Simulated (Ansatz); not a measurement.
The same path of BH3O3 + H3P (11 atoms, charge 0, multiplicity 1) was run twice with different band settings. Lost on the way: B1–O2, H5–P6. Made: B1–P6, O2–H5.

The calculation used RKS B3LYP-D4/def2-SVP in Ansatz 0.2.0.

Relaxed end points:

```xyz
11
Properties=species:S:1:pos:R:3
B -0.309 0.045 -1.070
O 0.634 1.008 -1.305
O 0.012 -1.277 -1.212
O -1.574 0.404 -0.693
H 1.332 0.722 1.431
P 0.720 -0.089 2.437
H 1.482 0.630 -1.568
H -0.739 -1.852 -1.021
H -1.675 1.361 -0.632
H -0.598 0.292 2.037
H 0.715 -1.245 1.597
```

```xyz
11
Properties=species:S:1:pos:R:3
B -0.601 -0.274 0.048
O 1.522 1.287 -1.147
O -0.142 -1.176 -0.875
O -1.629 0.594 -0.138
H 1.677 1.487 -0.212
P 0.356 -0.197 1.740
H 1.675 0.332 -1.182
H -0.571 -1.126 -1.740
H -1.966 0.655 -1.042
H -0.770 0.018 2.584
H 0.449 -1.601 1.964
```

Common settings: movable images 7; climbing image yes; spring 5.0 eV/Å²; optimiser quadratic models (default); start path through a guess of the saddle point; iteration limit 60; end points relaxed.

| run | force threshold |
| --- | --- |
| 1 | 0.03 eV/Å |
| 2 | 0.2 eV/Å |

Question: What does each run give, and how far can it be trusted?

Answer: Run 1: not converged after 60 iterations, highest image 2.445 eV above the first end. The band didn't meet its force threshold, so its energies are provisional: the largest band force was still 0.05 eV/Å, and over the last iterations the top stayed at 2.45 eV. Neighbouring images lie up to 3.3 Å apart, so the band is torn or far too coarse. Inner images lie below an end point, which means an intermediate or an end that isn't the lowest structure nearby.
Run 2: converged after 10 iterations, highest image 2.600 eV above the first end. The threshold of 0.2 eV/Å is loose, so the images may lie well off the minimum-energy path. Neighbouring images differ by up to 1.3 eV, so the band resolves the path poorly. The order of the stationary point at the top wasn't checked.
The orbitals stay closed-shell, which can raise the energy where a bond breaks towards radicals; this wasn't checked here.
